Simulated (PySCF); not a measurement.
F₃OSi, SMILES [O][Si](F)(F)F (connectivity only; charge and spin as stated), charge -1, multiplicity 1.

The structure is a stationary point at PBE0-D3(BJ)/def2-SVPD. The spin state was assumed, not searched. The isomer is the one that the SMILES or the coordinates give; other isomers of the formula were not compared.

Computed with r2SCAN/def2-SVPD run with PySCF.

Symmetry labels are those of the subgroup Cs that the program uses (full group C3v).

Question: List the valence orbital energies around the gap with their symmetry. (The exact figures need the calculation; the answer reports its results.)

Answer: 
| orbital | symmetry | energy (eV) |
|---|---|---|
| HOMO−7 | A" | -5.90 |
| HOMO−6 | A' | -5.90 |
| HOMO−5 | A" | -5.16 |
| HOMO−4 | A' | -5.16 |
| HOMO−3 | A" | -4.85 |
| HOMO−2 | A' | -3.13 |
| HOMO−1 | A" | -1.49 |
| HOMO | A' | -1.49 |
| LUMO | A' | 4.43 |
| LUMO+1 | A' | 6.66 |
| LUMO+2 | A" | 6.66 |
| LUMO+3 | A' | 6.98 |
